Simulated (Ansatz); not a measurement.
`[BH2][SnH2][CH3]` + `C=CF` → `[CH3][SnH2]/[CH]=C\F` + BH₃  (formal exchange of groups at the Sn–B bond)

Gas-phase electronic energies from Ansatz, PBE0-D4/def2-TZVP geometries. CCSD(T)/CBS adds triple-zeta CCSD(T) − MP2 to the extrapolated MP2 energy (def2 sets, frozen cores). This one scheme is used for every species. Functionals use def2-TZVPP. Elements past krypton have def2 core potentials. For Sn outer-core shells are correlated without core-valence functions, which leaves a few kJ/mol of doubt a bond. Each species was taken in one conformer, which may not be the lowest.

CCSD(T)/CBS gives -1.2 kcal/mol.

**Question.** Another level gave -2.8 kcal/mol. Which?
A. PBE/def2-TZVPP
B. ωB97M-V/def2-TZVPP
C. r2SCAN/def2-TZVPP
D. SCS-MP2/def2-TZVPP

**Answer.** D. SCS-MP2/def2-TZVPP -2.8, r2SCAN 0.3, PBE 2.0, ωB97M-V -1.2 kcal/mol.

Largest T1 diagnostic among the species: 0.012.

The D4 term adds −1.5 kcal/mol with B3LYP and −0.9 kcal/mol with PBE0; it sums over pairs of atoms, weighted by their polarisabilities, and B3LYP, whose exchange is more repulsive, gets the larger term.

B3LYP here is the variant with VWN-RPA as its local correlation; programs differ in this.
